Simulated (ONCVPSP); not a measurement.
What one change does to a pseudopotential (Au, ONCV)

| Item | Value |
| --- | --- |
| Element | gold (Au) |
| Generator | ONCVPSP 4.0.1 |
| Type | optimised norm-conserving Vanderbilt (ONCV) |
| Functional | PBE |
| Relativity | fully relativistic |
| Frozen core | [Kr] 4d10 4f14 |
| Valence charge | 19 |
| Reference configuration | 5s2 5p6 5d10 6s0.5 (charge +0.5) |
| Partial waves | 5s+6s: rc 1.40 bohr, ncon 4, nbas 9, qcut 10 1/bohr, 2 projectors; 5p: rc 1.40 bohr, ncon 4, nbas 7, qcut 10.5 1/bohr, 2 projectors, debl 2.2 Ha; 5d: rc 1.55 bohr, ncon 4, nbas 8, qcut 7 1/bohr, 2 projectors, debl 0.8 Ha; f scattering state at 0.42 Ha: rc 1.40 bohr, ncon 4, nbas 7, qcut 7.4 1/bohr, 2 projectors, debl 1.7 Ha |
| Local potential | polynomial inside 1.00 bohr (lpopt 5, dvloc0 0 Ha) |
| Core correction | none |

Open shells are filled in proportion to 2j + 1.

All-electron outer shells of the reference configuration (PBE, scalar-relativistic, ld1.x):

| shell | level (eV) | outermost node (bohr) | outermost maximum (bohr) |
| --- | --- | --- | --- |
| 5s | -112.47 | 0.48 | 0.84 |
| 4f | -85.19 | – | 0.37 |
| 5p | -63.91 | 0.52 | 0.96 |
| 5d | -10.96 | 0.56 | 1.21 |
| 6s | -9.38 | 1.11 | 2.27 |

Change: all radii scaled by about 1.23 (s 1.72, p 1.72, d 1.90, f 1.72 bohr); local potential polynomial inside 1.22 bohr (lpopt 5, dvloc0 0 Ha).

Cutoffs: the cutoffs (Ha) at which the residual kinetic energy of the hardest occupied pseudo-wave falls to 1 and 0.1 mHa per electron; they do not see the model core or the augmentation charge, which bear on the density cutoff. Errors are all-electron minus pseudo energies relative to the spin-unpolarised reference configuration.

Problem. What does the change do?

Solution. The potential gets softer (37 Ha and 43 Ha → 32 Ha and 38 Ha); the bound ghost in f disappears; of the 4 tests that both files solve, the error grows in 1 and shrinks in 0 by more than 15 % and 0.3 meV (median size 0.1 → 0.1 meV). A larger radius leaves more room for a smooth pseudo-wave, so fewer plane waves are needed.

```csv
quantity,base,changed
"cutoff, loose",37 Ha,32 Ha
"cutoff, tight",43 Ha,38 Ha
loose cutoff by channel,"s 34 Ha, p 37 Ha, d 21 Ha","s 27 Ha, p 32 Ha, d 19 Ha"
bound ghosts,"f7/2, f5/2",none
GHOST(+) flags under 300 eV,s at 91.4 eV,s at 216.9 eV
"error for 5s2 5p6 5d10 6s1, meV [ΔE -3.78 eV]",-0.2,-0.1
"error for 5s2 5p6 5d10 6s0, meV [ΔE 5.64 eV]",+0.1,-0.1
"error for 5s2 5p6 5d9 6s0, meV [ΔE 26.87 eV]",+0.7,+1.0
"error for 5s2 5p6 5d10 6s0 6p1, meV [ΔE 1.42 eV]",0.0,-0.1
```

Base: The cutoffs count occupied waves only; projector 2 of the f channel, the hardest unoccupied one, needs 122 Ha at the loose tolerance. These tests converged, but a pseudo level misses the all-electron one widely, so the file describes the atom poorly there or has found another state: 5s2 5p6 5d10 6s0 6p1: empty 6s by 5.9 eV. Changed file: These tests converged, but a pseudo level misses the all-electron one widely, so the file describes the atom poorly there or has found another state: 5s2 5p6 5d10 6s0 6p1: empty 6s by 5.9 eV. A true bound ghost makes a file unfit for plane-wave use even where its test errors are small: the radial tests pick states by their node count and pass the ghost by.
